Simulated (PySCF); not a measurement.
A structure optimised at PBE-D3(BJ)/def2-SVP, used in a PySCF frequency run:

```xyz
5

Cr     0.0000     0.0000    -0.0500
O      0.0000    -1.2627    -0.9615
O      0.0000     1.2627    -0.9615
F     -1.4005     0.0000     0.9214
F      1.4005     0.0000     0.9214
```
Charge 0, spin multiplicity 1.

Question: Write its SMILES, formula and point group.

Answer: [O]=[Cr](=[O])([F])[F], CrF2O2, C2v

Question: What are its rotational constants (standard atomic weights)?

Answer: 4.4738, 4.0256, 3.7031 GHz
